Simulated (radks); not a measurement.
Results of a calculation; reference values are marked as such.
Problem. Mean orbital radii <r> (bohr) of the krypton ion Kr15+, [Ar] 3d3, of relativity; Dirac values are averaged over j with weights 2j + 1. Spin-unpolarised spherical Kohn-Sham, BLYP, point nucleus unless stated (finite: rms radius 4.1884 fm), a radial shooting solver on a logarithmic mesh with Libxc functionals. A level marked "c x" has the speed of light scaled by that factor and shares open shells by 2j + 1; other Dirac levels either fill j = l - 1/2 first or share by 2j + 1.

shell       non-rel.
1s           0.04246
2s            0.1871
2p            0.1612
3s            0.4978
3p            0.4888
3d            0.4513
4s (empty)     1.044
4p (empty)     1.065

Give the values at the level "Dirac, low j first".

Solution. 
shell       Dirac, low j first  change of magnitude (%)
1s                     0.04149                    -2.28
2s                      0.1826                    -2.40
2p                      0.1594                    -1.14
3s                      0.4890                    -1.77
3p                      0.4850                    -0.77
3d                      0.4517                    +0.09
4s (empty)               1.030                    -1.29
4p (empty)               1.059                    -0.54
